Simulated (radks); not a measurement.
The numbers below are computed, except where a source is named.
Effect of the nuclear size on neutral samarium, [Xe] 4f6 6s2. Level of theory: Dirac Kohn-Sham, BLYP, spin-unpolarised, spherical densities, finite nucleus; open shells are shared between the two j in proportion to 2j + 1; Fermi nuclear charge, rms radius 5.0819 fm (a radial shooting solver on a logarithmic mesh with Libxc functionals). The rms radius is varied about that value; shifts are against it.

| rms radius (fm) | total energy shift (eV) | density at nucleus (e/bohr^3) | 1s1/2 shift (meV) | 2s1/2 shift (meV) | 5s1/2 shift (meV) | 5p1/2 shift (meV) | 6s1/2 shift (meV) | 4f7/2 shift (meV) | 6p1/2 (empty) shift (meV) |
|---|---|---|---|---|---|---|---|---|---|
| 4.5534 | -3.32 | 5.475e+05 | -1370 | -173 | -1.27 | 0.170 | -0.057 | 0.265 | 0.047 |
| 4.8685 | -1.37 | 5.389e+05 | -567 | -71.8 | -0.526 | 0.070 | -0.024 | 0.110 | 0.019 |
| 5.0819 | 0 | 5.334e+05 | 0.000 | 0.000 | 0.000 | 0.000 | 0.000 | 0.000 | 0.000 |
| 5.3411 | 1.73 | 5.271e+05 | 714 | 90.4 | 0.662 | -0.088 | 0.030 | -0.138 | -0.024 |
| 5.8289 | 5.15 | 5.162e+05 | 2130 | 270 | 1.98 | -0.264 | 0.089 | -0.412 | -0.073 |

Slopes of the eigenvalues against <r^2> in GHz/fm^2, as finite differences over the two radii next to the reference (eigenvalue slopes, not the field-shift constants of lines): 1s1/2 64200, 2s1/2 8130, 5s1/2 59.6, 5p1/2 -7.95, 6s1/2 2.68, 4f7/2 -12.4, 6p1/2 (empty) -2.20.
